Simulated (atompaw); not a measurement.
## LDA (PW92) PAW (atompaw) dataset for arsenic, scalar-relativistic all-electron reference.

As, PAW, made with atompaw 4.2.0.5 (LDA (PW92), scalar-relativistic). Core [Ne], reference 3s2 3p6 3d10 4s2 4p3. Waves: 3s (bound): rc 1.00 bohr; 4s (bound): rc 1.10 bohr; 3p (bound): rc 0.85 bohr; 4p (bound): rc 1.10 bohr; 3d (bound): rc 1.10 bohr; 3d channel at -1.9 Ry: rc 1.10 bohr; 4f channel at 0.05 Ry: rc 1.10 bohr; 4f channel at 2.15 Ry: rc 0.95 bohr. Local part: bessel scheme, radius 1.10 bohr. Core correction: smooth core density matched at 0.65 bohr. Augmentation charge: besselshape compensation charge, radius 1.05 bohr; PAW radius 1.10 bohr; waves and projectors: custom polynom2 7 10 vanderbiltortho.

All-electron outer shells of the reference configuration (LDA (PW92), scalar-relativistic, ld1.x):

| shell | level (eV) | outermost node (bohr) | outermost maximum (bohr) |
| --- | --- | --- | --- |
| 2s | -1484.34 | 0.06 | 0.17 |
| 2p | -1302.97 | – | 0.14 |
| 3s | -189.50 | 0.25 | 0.52 |
| 3p | -133.42 | 0.22 | 0.52 |
| 3d | -40.90 | – | 0.47 |
| 4s | -14.70 | 0.73 | 1.61 |
| 4p | -5.34 | 0.78 | 1.97 |

Problem. Is a potential produced?

Solution. No. atompaw 4.2.0.5 stopped with "atompaw: The overlap operator has at least one negative eigenvalue!": the overlap operator built from these waves and projectors is not positive definite.
